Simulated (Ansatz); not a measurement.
Relaxation of C₂H₇AlOSn (12 atoms, charge 0, multiplicity 1), to a largest force component of 0.02 eV/Å in at most 50 steps.

Method: RKS PBE0/def2-SVP (Ansatz 0.2.0).

```xyz
12
Properties=species:S:1:pos:R:3
C -0.997 2.045 1.603
C -0.999 0.795 1.916
O -0.500 -0.194 1.067
Al 0.349 0.004 -0.635
Sn 1.178 -2.142 -1.928
H -1.468 2.818 2.287
H -0.650 2.463 0.651
H -0.765 -0.877 1.733
H 0.375 1.444 -1.288
H 1.807 -1.652 -3.448
H 2.440 -2.881 -0.950
H -0.114 -3.268 -2.116
```

**Question.** Where does it end, and by what steps?

**Answer.** It converged. After 49 steps the energy has fallen by 3.029 eV; H7 moved furthest, 2.39 Å. Joined: C2–Al4.

```csv
step,energy less start (eV),largest force component (eV/Å),accepted
0,0.0000,3.860,yes
2,-0.6470,1.365,yes
4,-0.8800,0.537,yes
6,-0.9435,0.239,yes
8,-0.9651,0.360,yes
10,-0.9675,0.389,no
12,-0.9784,0.097,yes
14,-0.9807,0.046,yes
16,-0.9846,0.079,yes
18,-0.9871,0.044,yes
20,-0.9918,0.529,yes
22,-1.0074,0.209,yes
24,-1.0093,1.418,no
26,-1.1057,0.480,yes
28,-1.4634,1.317,yes
30,-2.1133,1.311,yes
32,-2.6107,1.041,yes
34,-2.8253,0.423,yes
36,-2.9123,0.527,yes
38,-2.9601,0.702,yes
40,-3.0126,0.250,yes
42,-3.0236,0.182,yes
44,-3.0254,0.054,yes
46,-3.0274,0.124,yes
48,-3.0278,0.082,no
49,-3.0286,0.015,yes
```

```xyz
12
Properties=species:S:1:pos:R:3
C -1.360 1.197 1.531
C -0.386 1.038 0.643
O 0.977 0.846 1.020
Al 0.554 0.596 -1.002
Sn 0.510 -1.969 -1.684
H -2.390 1.318 1.189
H -1.179 1.214 2.614
H 1.121 0.461 1.898
H 1.312 1.725 -1.818
H 1.276 -2.323 -3.182
H 1.305 -2.945 -0.506
H -1.085 -2.602 -1.810
```

Whether the end is a true minimum wasn't checked by a vibrational analysis.

Time of the run: 3.2 min on 2 threads of Arm Neoverse V2 (shared host), peak memory 0.31 GiB.
